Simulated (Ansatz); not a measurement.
A trace of molecular dynamics of C$_{3}$H$_{5}$ISi (10 atoms, charge 0, multiplicity 1).

Computed with RKS PBE-D4/def2-SVP in Ansatz.

```
ensemble                      : NVE (velocity Verlet)
starting velocities drawn for : 100 K
seed                          : 7502
```

```tsv
time (fs)	T (K)	potential energy less start (eV)	conserved less start (meV/atom)
0.0	100	0.000	0.00
4.0	86	0.015	0.02
8.0	162	-0.064	0.05
12.0	430	-0.341	0.01
16.0	669	-0.589	-0.04
20.0	689	-0.609	-0.01
24.0	627	-0.545	0.04
28.0	753	-0.675	0.02
32.0	1059	-0.992	-0.01
36.0	1321	-1.263	-0.03
40.0	1344	-1.287	-0.01
44.0	1247	-1.187	0.00
48.0	1152	-1.088	0.01
52.0	1235	-1.174	0.02
56.0	1482	-1.430	-0.02
60.0	1484	-1.432	-0.04
64.0	1306	-1.247	-0.03
68.0	1054	-0.986	0.03
72.0	968	-0.897	0.03
76.0	1066	-0.999	0.00
80.0	1148	-1.084	-0.02
84.0	1135	-1.070	0.00
88.0	1084	-1.018	0.01
92.0	1007	-0.938	0.01
96.0	988	-0.918	-0.02
100.0	946	-0.875	0.00
```

Task: Can this run be trusted? Judge the integration.

Result: The conserved energy stayed within 0.059 meV per atom of its start (net change -0.0016 meV per atom), so the integration is sound. The system heated up, since it started high on the potential surface and ran downhill. A run of 0.1 ps of so small a system gives no equilibrium averages. The orbitals stay closed-shell, which can raise the energy where a bond breaks towards radicals; this wasn't checked here. The time step was 0.5 fs.

The run took 2.5 min on 2 threads of AMD EPYC 9R45 96-Core Processor (Zen 5), with other jobs on the host, peak memory 0.17 GiB.
